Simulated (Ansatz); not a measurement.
Computed with Ansatz on PBE0-D4/def2-TZVP structures; ΔE is electronic, products minus reactants. CCSD(T)/CBS adds triple-zeta CCSD(T) − MP2 to the extrapolated MP2 energy (def2 sets, frozen cores). This one scheme is used for every species. DFT in def2-TZVPP. Each species was taken in one conformer, which may not be the lowest.

`B[SiH2]N` + `N[Si](O)(Cl)Cl` → `N[SiH2]O[Si](N)(Cl)Cl` + BH₃  (cleavage of the Si–B bond)

```csv
species,PBE0-D4 energy (Eh)
`B[SiH2]N`,-372.49791
`N[Si](O)(Cl)Cl`,-1341.41829
`N[SiH2]O[Si](N)(Cl)Cl`,-1687.40259
BH₃,-26.56681
```

Question: Work out ΔE.

Answer: ΔE = (-1687.40259) + (-26.56681) − (-372.49791) − (-1341.41829) = -0.05320 Eh = -139.7 kJ/mol. CCSD(T)/CBS gives -154.3 kJ/mol.

Largest T1 diagnostic among the species: 0.011.

From PBE to PBE0 (25 % exact exchange), in def2-TZVPP and without D4, ΔE moves by −10.1 kJ/mol. In def2-TZVPP, CCSD(T) changes the Hartree–Fock value by +16.6 kJ/mol (the triples alone add +1.1 kJ/mol) and MP2 by +7.2 kJ/mol.
